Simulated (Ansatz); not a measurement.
`C[N](C)[SbH][SiH3]`, one more setting.

```yaml
crystal:
  periodic: [false, false, false]
  atoms:
    - {symbol: C, position_ang: [0.137782, 1.150092, 1.950345]}
    - {symbol: N, position_ang: [0.225761, 0.477177, 0.672196]}
    - {symbol: C, position_ang: [0.762386, -0.855963, 0.806776]}
    - {symbol: Sb, position_ang: [-1.408341, 0.741185, -0.524226]}
    - {symbol: Si, position_ang: [-0.328483, -0.168049, -2.682372]}
    - {symbol: H, position_ang: [-0.491302, 0.621763, 2.686800]}
    - {symbol: H, position_ang: [-0.261373, 2.159755, 1.828621]}
    - {symbol: H, position_ang: [1.140534, 1.241597, 2.386084]}
    - {symbol: H, position_ang: [0.901864, -1.319535, -0.171229]}
    - {symbol: H, position_ang: [1.743763, -0.809935, 1.296044]}
    - {symbol: H, position_ang: [0.124177, -1.525415, 1.408599]}
    - {symbol: H, position_ang: [-2.166900, -0.783621, -0.235075]}
    - {symbol: H, position_ang: [0.672460, 0.812695, -3.178730]}
    - {symbol: H, position_ang: [-1.409131, -0.303472, -3.697275]}
    - {symbol: H, position_ang: [0.334801, -1.489074, -2.517057]}
basis:
  gaussian: {orbitals: def2-mTZVPP}
magnetization: {spin_polarized: true, initial_magnetization: 0}
hamiltonian: {xc: {name: PBE}}
output: {forces: true}
```

```sh
$ ansatz run in.yaml --threads 4 --pin off --events-out ev --progress --plain --max-ram 11315MiB
```

Output, abridged:

```
Functional definition: PBE
1718 factors; their error is unknown
mean field evaluation 1: about -18119.0435 eV, gradient 5.6e1 eV
mean field evaluation 2: about -18003.8671 eV, gradient 1.4e2 eV
mean field evaluation 4: about -18132.6342 eV, gradient 1.6e1 eV
mean field evaluation 8: about -18133.6790 eV, gradient 2.6e-1 eV
mean field evaluation 16: about -18133.6387 eV, gradient 5.8e-4 eV
mean field -18133.63873624 eV, -666.3989321349 hartree, gradient 2.7e-5 eV, S^2 0.000000; 0 other end points of the search recorded, 0 dependent functions left out
reference -18133.63878842 eV, -666.3989340524 hartree; 33, 33 occupied and 142, 142 virtual orbitals, 1718 factors
Total energy: -18133.63878842 eV, -666.3989340524 hartree
Atom 0 at     0.137782     1.150092     1.950345 Å, force    -0.064568     0.053549     0.147262 eV/Å
Atom 1 at     0.225761     0.477177     0.672196 Å, force     0.536005     0.136550    -0.026127 eV/Å
Atom 2 at     0.762386    -0.855963     0.806776 Å, force     0.023152    -0.158171     0.033705 eV/Å
Atom 3 at    -1.408341     0.741185    -0.524226 Å, force    -0.619532     0.435862    -0.255603 eV/Å
Atom 4 at    -0.328483    -0.168049    -2.682372 Å, force     0.029383    -0.041723    -0.058361 eV/Å
Atom 5 at    -0.491302     0.621763     2.686800 Å, force    -0.152062    -0.115601     0.204263 eV/Å
Atom 6 at    -0.261373     2.159755     1.828621 Å, force    -0.094741     0.257448    -0.020461 eV/Å
Atom 7 at     1.140534     1.241597     2.386084 Å, force     0.251807     0.030908     0.108172 eV/Å
Atom 8 at     0.901864    -1.319535    -0.171229 Å, force     0.041454    -0.120197    -0.238628 eV/Å
Atom 9 at     1.743763    -0.809935     1.296044 Å, force     0.248768     0.007215     0.120253 eV/Å
Atom 10 at     0.124177    -1.525415     1.408599 Å, force    -0.146937    -0.182950     0.150661 eV/Å
Atom 11 at    -2.166900    -0.783621    -0.235075 Å, force    -0.125528    -0.237421     0.021845 eV/Å
Atom 12 at     0.672460     0.812695    -3.178730 Å, force     0.096406     0.090262    -0.062590 eV/Å
Atom 13 at    -1.409131    -0.303472    -3.697275 Å, force    -0.098796    -0.015489    -0.112238 eV/Å
Atom 14 at     0.334801    -1.489074    -2.517057 Å, force     0.075188    -0.140241    -0.012153 eV/Å
Dipole moment:    -0.002212    -0.034667     0.147343 e Å
```

Hardware: 4 threads of an Arm Neoverse V2 on a shared host. Wall time 3.6 s, peak host memory 0.29 GiB.
